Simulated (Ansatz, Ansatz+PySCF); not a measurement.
```xyz
2

Cu    0.0000    0.0000   -0.0453
H     0.0000    0.0000    1.3128
```

Basis set: def2-SVP (spherical functions). Left uncorrelated: 5 orbitals. Charge 0, multiplicity 1.

Computed with Ansatz (development build ahead of 0.2.0); each method stands on the lowest determinant of its kind that the runs found. Restricted open shells among the atoms or ions are ROHF, correlated in semicanonical orbitals with singles.

The atomization energy at this shape (free ground-state atoms in the same class of orbitals less the molecule, no zero-point energy) of singlet CuH:

| method | atomization energy |
| --- | --- |
| RHF-MP2 | 2.35 eV |
| RHF-CCSD(T) | 2.45 eV |

(1) What does RHF give?

Results:

(1) 1.10 eV.
